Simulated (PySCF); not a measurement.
## Electronic structure of S²⁺ (sulfur, charge +2) at the UHF level

Configuration: [Ne] 3s2 3p2, high-spin 3P determinant. All numbers are calculated (PySCF 2.14, scalar relativity by spin-free X2C-1e, in aug-cc-pVDZ-DK (5s4p2d, 27 functions)).

```
Total energy                                                  : -397.405290 hartree
One-electron energy                                           : -536.5933 hartree
Hartree (Coulomb) energy                                      : 163.7001 hartree
Exchange energy                                               : -24.5120 hartree
⟨S²⟩                                                          : 2.0091
⟨L²⟩                                                          : 2.026
Sum of ⟨r⟩                                                    : 10.52 bohr
Sum of ⟨r²⟩                                                   : 15.17 bohr²
Traceless quadrupole moment −½Σ⟨3z² − r²⟩ along its main axis : 1.46 e·bohr²
Langevin diamagnetic susceptibility                           : -12.0 ×10⁻⁶ cm³/mol
Time after the integrals                                      : 0.05 s of wall time on 1 thread of Neoverse-V2 (shared host)
```

| shell | electrons | mean orbital energy (hartree) | spread (hartree) | rms radius, mean of both spins (bohr) |
| --- | --- | --- | --- | --- |
| 1s α | 1 | -93.28742 | 0 | 0.112 |
| 1s β | 1 | -93.26434 | 0 | 0.112 |
| 2s α | 1 | -10.01647 | 0 | 0.515 |
| 2s β | 1 | -9.99207 | 0 | 0.515 |
| 2p α | 3 | -7.65091 | 0.02046 | 0.491 |
| 2p β | 3 | -7.60817 | 0.02762 | 0.491 |
| 3s α | 1 | -1.78781 | 0 | 1.71 |
| 3s β | 1 | -1.54348 | 0 | 1.71 |
| 3p α | 2 | -1.27420 | 0 | 1.91 |

Densities and radii are taken from the X2C orbitals without a picture-change correction, which distorts them close to the nucleus.
